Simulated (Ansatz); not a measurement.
**One elementary step**

Start structure (ZrH₃OF₃, singlet), relaxed at PBE0-D4/def2-TZVP:

Zr1  (-0.734, -0.441, 0.171)
O2  (0.433, 0.298, 1.476)
F3  (0.161, -1.765, -0.868)
F4  (-2.179, -1.293, 1.064)
F5  (-1.468, 0.927, -0.935)
H6  (1.583, 0.487, -1.511)
H7  (1.190, 1.123, -1.534)
H8  (1.013, 0.663, 2.137)
(Å)

The step: ZrHOF₃ ([OH][Zr]([F])([F])[F]) + H₂ → ZrHF₃ ([F][ZrH]([F])[F]) + H₂O (still joined by a long Zr–O bond); bonds formed: Zr1–H7, O2–H6; bonds broken: H6–H7; bonds weakened to dative contacts: Zr1–O2. Ansatz 0.2.0; basis: def2-TZVPP and def2-QZVPP; cores frozen in the correlated methods. Core potentials replace the inner electrons of the atoms past krypton. Extrapolation: Hartree–Fock as exp(−7.88 √X), correlation as X^−2.97. Energies below are by CCSD(T) at an estimated basis limit (MP2 extrapolated from triple and quadruple zeta, plus CCSD(T) − MP2 in triple zeta).

Question: What are the electronic barrier and the energy of the step, from the start structure to the end structure? (An estimate is asked for; the value comes from the calculation.)

Answer: The calculation gives: Barrier 144.8 kJ/mol; step energy 93.1 kJ/mol (uphill); reverse barrier, their difference, 51.7 kJ/mol. Barrier and step energy count from the start structure, the reverse barrier from the end structure.

The saddle point: One imaginary mode of 1078i cm⁻¹.
```csv
pair,start (Å),saddle (Å),end (Å)
Zr1–H7,3.01,2.04,1.87
O2–H6,3.21,1.20,0.96
Zr1–O2,1.90,2.15,2.37
H6–H7,0.75,1.06,2.46
```

Zero-point energy (harmonic, PBE0-D4): ZPE is 80.3 kJ/mol at the start and 87.0 kJ/mol at the saddle, so the barrier goes from 144.8 to 151.5 kJ/mol.

T1 diagnostic: at most 0.018.

Labels in which every atom is bracketed show which atoms are joined, not bond orders.

For scale, one of the runs: CCSD(T)/def2-TZVPP, 222 basis functions, launched by `ansatz run in.yaml --threads 8 --pin off --events-out ev --progress --plain --max-ram 19148MiB`. Hardware: 8 CPU threads of an AMD EPYC 9R45, shared host. Wall time 35 s; peak host memory 4.5 GiB.
